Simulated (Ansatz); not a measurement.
Correlation energies of `[SiH2][GeH2][SiH3]` radical by basis set

```xyz
10

Si    0.1292   -2.1500    0.3770
Ge   -0.9070   -0.0435    0.0411
Si    0.7426    1.6689   -0.0347
H     1.1636   -2.4539   -0.6502
H    -0.8193   -3.2931    0.4852
H    -1.7274   -0.0348   -1.2670
H    -1.8842    0.2164    1.2022
H     1.7041    1.3857   -1.1328
H     1.4836    1.7093    1.2533
H     0.1148    2.9950   -0.2742
```

Charge 0, multiplicity 2. Correlated methods include outer-core shells of Ge, which these sets cover unevenly. Scalar relativity is left out up to krypton. The structure was optimised at the PBE0-D4/def2-TZVP level. Frozen core, unrestricted reference, the Gaussian-basis code of Ansatz.

```
     basis      HF (Eh)  MP2 corr.
  def2-SVP  -2656.81950   -0.42353
def2-TZVPP  -2657.28906   -0.49901
def2-QZVPP  -2657.34876   -0.78017
```

Problem. Estimate the CCSD correlation energy and the (T) correction in each basis where they were run (hartree).

Solution. 
```json
{"basis": "def2-SVP", "CCSD corr.": "-0.47538", "(T)": "-0.01322"}
{"basis": "def2-TZVPP", "CCSD corr.": "-0.55388", "(T)": "-0.01939"}
```
